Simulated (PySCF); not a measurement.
# F(2+): excitation energy

F(2+) [He] 2s2 2p3 (4S) → F(2+) [He] 2s2 2p2 3s1 (4P), as a difference of total energies. All numbers are calculated (PySCF 2.14, no relativity, point nucleus, in aug-cc-pwCVDZ (5s4p2d, 27 functions)). Correlated levels: valence: 1s2 frozen. The calculations carry no spin-orbit coupling.

```csv
method,excitation energy (eV)
UHF,39.326
MP2 (valence),39.387
SCS-MP2 (valence),39.229
CCSD (valence),39.116
CCSD(T) (valence),39.102
CCSDT (valence),39.097
```

Q: How much does correlation contribute at CCSD(T) (valence)?

A: 39.102 − (39.326) = -0.224 eV, measured against UHF.

A first-order spin-orbit estimate (lowest level to lowest level, LS coupling) adds -0.041 eV.

The promoted electron is Rydberg-like, and one or two diffuse shells describe it only roughly, which tends to raise the upper state.
